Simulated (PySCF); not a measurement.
Bonds (- single, = double, # triple, : aromatic): C1-Si2 1.897 Å, Si2-O3 1.622 Å, O3-Si4 1.622 Å, Si4-C5 1.897 Å. C1 carries H6, H7, H8; Si2 carries H9, H10; Si4 carries H11, H12; C5 carries H13, H14, H15.

PySCF 2.14.0 with density-fitted response routines calculation with GFN2-xTB geometry and shielding tensors at PBE0/pcSseg-1 (GIAO); one computed conformer, in vacuum, averaged over atoms made equivalent by symmetry, fast rotation or ring inversion, non-relativistic.

References, each an isolated molecule treated in the same way: ¹³C (186.93 ppm) and ¹H (31.72 ppm) and ²⁹Si (349.16 ppm) against TMS; H2O for ¹⁷O (336.08 ppm).

```
               atoms  nucleus  count  Hirshfeld charge  δ (ppm)
H6/H7/H8/H13/H14/H15       ¹H      6              0.04     0.25
               C1/C5      ¹³C      2             -0.22      0.8
                  O3      ¹⁷O      1             -0.31        ?
             Si2/Si4     ²⁹Si      2              0.42        ?
      H9/H10/H11/H12       ¹H      4             -0.09     5.23
```

**Question.** Estimate the values marked ?.

**Answer.** 
- Si2/Si4: -24.0 ppm, silicon bonded to C, O, 2 H
- O3: 29.5 ppm, oxygen bonded to 2 Si

Shifts are as computed. Against solution values, carbons near 30 ppm lie about +3 ppm off and those near 130 ppm about +5 ppm. Of 1211 compounds with measured shifts, 218 miss one by over three times the rms of a fit or turn the order of signals round; such compounds aren't used in these exercises. Experimental scales use liquid or dissolved standards, which lie at an offset from isolated H2O (liquid H2O: subtract about 36 ppm).
